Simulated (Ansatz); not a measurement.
`Sc1ccc(Sc2ccccc2)cc1` with charge +1. Charge 1, multiplicity 2. Geometry PBE-D4/def2-SVP, that of the neutral singlet; atoms count from 1.

Cartesian coordinates in Å:
```
S 1.393 -5.028 0.457
C 1.364 -3.254 0.447
C 0.348 -2.493 1.067
C 0.385 -1.096 1.031
C 1.419 -0.425 0.346
S 1.553 1.352 0.336
C -0.089 1.886 -0.117
C -0.525 3.130 0.385
C -1.778 3.637 0.011
C -2.614 2.904 -0.845
C -2.180 1.661 -1.338
C -0.921 1.155 -0.990
C 2.427 -1.183 -0.281
C 2.408 -2.582 -0.223
H 0.246 -5.194 1.171
H -0.473 -2.997 1.599
H -0.404 -0.517 1.534
H 0.120 3.692 1.077
H -2.108 4.610 0.408
H -3.602 3.297 -1.127
H -2.826 1.081 -2.016
H -0.581 0.189 -1.392
H 3.233 -0.667 -0.825
H 3.207 -3.158 -0.715
```

Problem. Estimate the Mulliken populations from the PBE0/def2-TZVP orbitals of Ansatz.

Solution. 
```json
{"atom": "S1", "charge (e)": "0.00", "spin (α − β)": "0.18"}
{"atom": "C2", "charge (e)": "0.17", "spin (α − β)": "0.09"}
{"atom": "C3", "charge (e)": "-0.17", "spin (α − β)": "-0.01"}
{"atom": "C4", "charge (e)": "-0.17", "spin (α − β)": "0.03"}
{"atom": "C5", "charge (e)": "0.10", "spin (α − β)": "0.08"}
{"atom": "S6", "charge (e)": "0.18", "spin (α − β)": "0.39"}
{"atom": "C7", "charge (e)": "0.11", "spin (α − β)": "0.02"}
{"atom": "C8", "charge (e)": "-0.17", "spin (α − β)": "0.06"}
{"atom": "C9", "charge (e)": "-0.11", "spin (α − β)": "-0.04"}
{"atom": "C10", "charge (e)": "-0.08", "spin (α − β)": "0.14"}
{"atom": "C11", "charge (e)": "-0.12", "spin (α − β)": "-0.05"}
{"atom": "C12", "charge (e)": "-0.15", "spin (α − β)": "0.08"}
{"atom": "C13", "charge (e)": "-0.16", "spin (α − β)": "0.01"}
{"atom": "C14", "charge (e)": "-0.14", "spin (α − β)": "0.03"}
{"atom": "H15", "charge (e)": "0.19", "spin (α − β)": "0.00"}
{"atom": "H16", "charge (e)": "0.16", "spin (α − β)": "0.00"}
{"atom": "H17", "charge (e)": "0.18", "spin (α − β)": "0.00"}
{"atom": "H18", "charge (e)": "0.17", "spin (α − β)": "0.00"}
{"atom": "H19", "charge (e)": "0.17", "spin (α − β)": "0.00"}
{"atom": "H20", "charge (e)": "0.17", "spin (α − β)": "-0.01"}
{"atom": "H21", "charge (e)": "0.16", "spin (α − β)": "0.00"}
{"atom": "H22", "charge (e)": "0.17", "spin (α − β)": "0.00"}
{"atom": "H23", "charge (e)": "0.17", "spin (α − β)": "0.00"}
{"atom": "H24", "charge (e)": "0.17", "spin (α − β)": "0.00"}
```
Mulliken values depend strongly on the basis.

Problem. Where does the spin sit?

Solution. Summed by element: S 0.57, C 0.45, H -0.02, of 1 unpaired in all. Largest on single atoms: S6 0.39, S1 0.18, C10 0.14.

Problem. And the Mayer bond orders between heavy atoms (over 0.3)?

Solution. S1–C2 1.20 (1.77 Å); C2–C3 1.28 (1.41 Å); C2–C14 1.28 (1.41 Å); C3–C4 1.51 (1.40 Å); C4–C5 1.26 (1.41 Å); C5–S6 1.14 (1.78 Å); C5–C13 1.29 (1.41 Å); S6–C7 1.11 (1.78 Å); C7–C8 1.31 (1.41 Å); C7–C12 1.28 (1.41 Å); C8–C9 1.47 (1.40 Å); C9–C10 1.39 (1.40 Å); C10–C11 1.39 (1.41 Å); C11–C12 1.46 (1.40 Å); C13–C14 1.51 (1.40 Å).
